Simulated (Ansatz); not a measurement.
A displaced shape of singlet ZrF4:

```xyz
5

Zr    0.0463    0.0178   -0.0062
F     1.0746    1.0612    1.1263
F     1.0640   -1.0626   -1.1185
F    -1.0655    1.0725   -1.0595
F    -1.1167   -1.0521    1.1092
```

It was optimised with HF/def2-SVP (with the core potentials of the set past Kr) in Ansatz (development build ahead of 0.2.0) to forces under 0.001 eV/Å, with restricted orbitals. Each step stands on the lowest determinant of that kind that the program's search found.

(1) What shape does it relax to, and how does the optimisation go?

Results:

(1)

```xyz
5

Zr    0.0005    0.0073    0.0103
F     1.1079    1.0833    1.1163
F     1.0862   -1.0902   -1.0961
F    -1.0853    1.1243   -1.0764
F    -1.1067   -1.0880    1.0973
```

Bond lengths: Zr1–F2 1.899 Å, Zr1–F3 1.899 Å, Zr1–F4 1.899 Å, Zr1–F5 1.899 Å. Angles: F2–Zr1–F3 109.5°, F2–Zr1–F4 109.5°, F2–Zr1–F5 109.5°, F3–Zr1–F4 109.5°, F3–Zr1–F5 109.5°, F4–Zr1–F5 109.5°.

```tsv
step	E − E(start) (eV)	largest force (eV/Å)
1	0.0000	1.8736
2	-0.1293	0.1061
3	-0.1308	0.0155
4	-0.1308	0.0017
5	-0.1308	0.0005
```

The optimisation ended after 5 steps with its threshold met.
